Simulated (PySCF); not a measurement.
**Dipole response of Zr²⁺ (zirconium, charge +2)**

[Kr] 4d2, high-spin 3F determinant. All numbers are calculated (PySCF 2.14, scalar relativity through the core potential, in aug-cc-pwCVTZ-PP with ECP28MDF). Coupled (time-dependent) response in atomic units; α is the mean over directions.

```json
{"method": "TPSSh", "mean α (bohr³)": "12.35", "C₆ (like pair)": "61.30", "S(−4)": "103.6"}
```

S(−4) is the Cauchy moment in α(ω) = α(0) + S(−4) ω² + …

Spin-orbit coupling is absent.

α(iu) at TPSSh:

| u (hartree) | α(iu) (bohr³) |
| --- | --- |
| 0 | 12.35 |
| 0.0500 | 12.10 |
| 0.100 | 11.45 |
| 0.200 | 9.756 |
| 0.300 | 8.268 |
| 0.500 | 6.227 |
| 0.750 | 4.657 |
| 1.00 | 3.617 |
| 1.50 | 2.331 |
| 2.00 | 1.597 |
| 3.00 | 0.8588 |
| 5.00 | 0.3527 |

A single London oscillator, α(iu) = α/(1 + u²/ω²), gives C₆ = (3/4) ω α². Matching the computed C₆ needs ω = 4 × 61.30 / (3 × 12.35²) = 0.536 hartree.

For an ion, C₆ is the dispersion term alone; charge-induced terms of lower order in 1/R come first.

Energies and moments cover only the electrons outside the core potential.
